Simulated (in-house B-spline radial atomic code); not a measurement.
Functionals against NIST's ionisation energies along a row: Be⁺ to Ne⁺

Ionisation energies as differences of self-consistent total energies from a B-spline radial code for spherical atoms: all electrons, radial basis limit, scalar-relativistic (one-electron X2C), spin-polarised at highest spin, spherical densities; exact exchange is averaged over the determinants of each configuration. No spin-orbit coupling, Breit or QED terms. NIST's values run from ground level to ground level, so in open shells the differences also hold multiplet and fine-structure energies that spherical high-spin averages miss. Columns give computed minus NIST, in eV; a star marks a semi-empirical value. Species are left out where the tabulated value is theory, is uncertain by more than 0.12 eV, or (13 ions, such as In⁴⁺, Te⁴⁺ and Bi⁴⁺) lies off its series for all methods alike, which flatters the means a little.

```tsv
species	shell	NIST (eV)	PBEsol	BLYP	BHandHLYP	revTPSS
Be⁺	2s	18.21	+0.08	+0.34	+0.29	+0.13
B⁺	2s	25.15	-0.73	-0.55	-0.59	-0.49
C⁺	2p	24.38	+0.08	+0.21	+0.32	-0.07
N⁺	2p	29.60*	+0.38	+0.43	+0.34	+0.46
O⁺	2p	35.12	+0.28	+0.24	+0.16	+0.51
F⁺	2p	34.97	-0.22	+0.12	+0.03	-0.56
Ne⁺	2p	40.96	+0.28	+0.43	+0.02	+0.28
```

How do the methods rank, and which species is hardest?

Mean absolute (signed) differences: BHandHLYP 0.25 (+0.08) eV; PBEsol 0.29 (+0.02) eV; BLYP 0.33 (+0.18) eV; revTPSS 0.36 (+0.04) eV. For B⁺, which loses a 2s electron, the nearest method is off by -0.49 eV, the largest such miss.
